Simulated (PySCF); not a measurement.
## Simulated absorption spectrum

C8H9B.
Numbering: `[CH:1]#[C:2]/[CH:3]=[CH:4]/[CH2:5][BH:6][C:7]#[C:8][CH3:9]` (hydrogens: H10 on C1; H11 on C3; H12 on C4; H13, H14 on C5; H15 on B6; H16, H17, H18 on C9)

Level of theory: TDDFT CAM-B3LYP/def2-SVPD, vertical, gas phase, core orbitals frozen in the response (PySCF 2.14.0, density-fitted response routines). Geometry: PBE0-D3(BJ)/def2-SVP, one conformer, isolated molecule. Torsions of this conformer, `[CH:1]#[C:2]/[CH:3]=[CH:4]/[CH2:5][BH:6][C:7]#[C:8][CH3:9]`: C3–C4–C5–B6 -124°, C4–C5–B6–C7 154°.

Computed states:

```
state  E (eV)       f
   S1    4.01  0.0001
   S2    4.87  0.0009
   S3    5.43   0.462
   S4    5.55   0.187
   S5    5.59  0.0022
   S6    5.98  0.0001
   S7    6.48  0.0031
   S8    6.61  0.0081
   S9    6.79   0.013
  S10    6.91  0.0019
```

Broadening: Gaussians 0.3 eV wide at half height, area fixed by f = 4.319×10⁻⁹ ∫ε dν̃. The cross-section is σ = 3.8235×10⁻²¹ ε cm², given in Mb (10⁻¹⁸ cm²). The width is an assumption, not a result. The curve ends short of the highest state used, and states not computed would add to its high-energy end.

Question: Give the broadened spectrum and its maxima.

Answer: 
(E (eV), σ (Mb)): (3.56, 0.00), (3.65, 0.00), (3.75, 0.01), (3.84, 0.02), (3.94, 0.04), (4.03, 0.04), (4.12, 0.03), (4.22, 0.01), (4.31, 0.00), (4.41, 0.00), (4.50, 0.00), (4.60, 0.03), (4.69, 0.12), (4.79, 0.26), (4.88, 0.33), (4.98, 0.55), (5.07, 3.23), (5.17, 21.29), (5.26, 71.37), (5.36, 158.22), (5.45, 202.71), (5.55, 164.88), (5.64, 91.30), (5.74, 30.31), (5.83, 7.35), (5.93, 0.93), (6.02, 0.11), (6.12, 0.04), (6.21, 0.14), (6.31, 0.63)

Maxima: 310 nm (4.01 eV), ε about 11, made up of S1 (100%); 227 nm (5.46 eV), ε about 53000, made up of S3 (76%) and S4 (24%) (ε in L mol⁻¹ cm⁻¹; maxima over ε = 5, shares over 10%). At its high-energy end, 6.31 eV, the curve is still rising (ε about 160, from S7 and S8).

Question: Coming from long wavelengths, where does ε first pass 100 L mol⁻¹ cm⁻¹?

Answer: At about 251 nm (4.94 eV), 0.94 eV above S1.

Question: Does any computed singlet lie in the visible range?

Answer: No computed singlet lies in the visible range (380 to 750 nm); the lowest, at 309 nm, stands 0.74 eV above its violet end (3.26 eV).

Question: What would ε be at 5.46 eV, the highest of these maxima, with half the width (0.15 eV)?

Answer: About 84300 L mol⁻¹ cm⁻¹ against 53100, a factor of about 1.6; a lone state at its own centre would give exactly 2.

The vertical ionisation energy (ΔSCF) is 8.51 eV, 1.60 eV above S10.
